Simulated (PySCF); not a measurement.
## Shapes and spin states of Ca₃N

All numbers come from PySCF, PBE0, basis N def2-SVP, Ca def2-SVP (no relativity, density fitting).

Relaxations began from a few typed shapes and spin states; open shells are unrestricted. The search is not exhaustive: other isomers or separated fragments can lie lower, and high-lying points may rest on an excited occupation.

```json
{"spin": "doublet (⟨S²⟩ 1.10)", "group": "C2v", "bonds": "Ca–Ca 3.513 Å (×2), Ca–Ca 3.858 Å, N–Ca 2.090 Å, N–Ca 2.107 Å (×2)", "angles": "Ca–Ca–Ca 56.7° (×2), Ca–Ca–Ca 66.6°, Ca–Ca–N 23.7° (×2), Ca–Ca–N 33.0° (×2), Ca–Ca–N 33.3° (×2)", "imaginary modes (cm⁻¹)": "none", "ΔE (kJ/mol)": "0.0", "ΔE with ZPE (kJ/mol)": "0.0"}
{"spin": "quartet", "group": "D3h", "bonds": "Ca–Ca 3.654 Å (×3), N–Ca 2.109 Å (×3)", "angles": "Ca–Ca–Ca 60.0° (×3), Ca–Ca–N 30.0° (×6), Ca–N–Ca 120.0° (×3)", "imaginary modes (cm⁻¹)": "none", "ΔE (kJ/mol)": "30.6", "ΔE with ZPE (kJ/mol)": "31.2"}
```

The lowest minimum found is the doublet (⟨S²⟩ 1.10) C2v: Ca–Ca 3.513 Å (×2), Ca–Ca 3.858 Å, N–Ca 2.090 Å, N–Ca 2.107 Å (×2); Ca–Ca–Ca 56.7° (×2), Ca–Ca–Ca 66.6°, Ca–Ca–N 23.7° (×2), Ca–Ca–N 33.0° (×2), Ca–Ca–N 33.3° (×2).

For the lowest minimum: the determinant is spin-contaminated (⟨S²⟩ = 1.10, pure value 0.75).
